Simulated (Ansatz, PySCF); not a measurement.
Lewis adduct: BH3 (SMILES B) (first 4 atoms) with C2H6O (SMILES COC); geometry from B3LYP-D3(BJ)/def2-TZVP, rigid monomers moved along the line of their centres of mass till B1···O6 is 2.97 Å.
(charge 0, multiplicity 1):
```tsv
atom	x (Å)	y (Å)	z (Å)
B	0.1492	0.2265	1.0946
H	1.2806	0.5130	0.8058
H	-0.6860	1.0199	0.7503
H	-0.1438	-0.9313	0.9009
C	-1.2314	0.0588	4.6426
O	0.0705	0.2467	4.0635
C	1.0852	-0.5411	4.7079
H	-1.1778	0.2907	5.7059
H	-1.5603	-0.9705	4.4863
H	-1.8988	0.7445	4.1319
H	1.0957	-0.2968	5.7697
H	2.0271	-0.2733	4.2416
H	0.8804	-1.6029	4.5563
```

Monomers are frozen at their geometry in the pair; levels with a basis set take the counterpoise correction.

Correlated levels freeze the cores.

Programs: Ansatz (Gaussian orbitals); PySCF for the dispersion terms. 

PBE/def2-TZVPPD gives -5.72 kcal/mol for the interaction energy.

Question: Predict the shift from PBE, with its sign, for: PBE-D3(BJ)/def2-TZVPPD, r2SCAN/def2-TZVPPD, PBE0/def2-TZVPPD, wB97M-V/def2-TZVPPD, MP2/aug-cc-pVDZ, CCSD(T)/aug-cc-pVDZ.

Answer: PBE-D3(BJ)/def2-TZVPPD -0.83; r2SCAN/def2-TZVPPD -0.34; PBE0/def2-TZVPPD 0.45; wB97M-V/def2-TZVPPD -0.30; MP2/aug-cc-pVDZ -0.13; CCSD(T)/aug-cc-pVDZ -0.05 kcal/mol. 1 of 6 lie above PBE; the widest gap is to PBE-D3(BJ)/def2-TZVPPD.

Ansatz is a quantum-chemistry and plane-wave program.
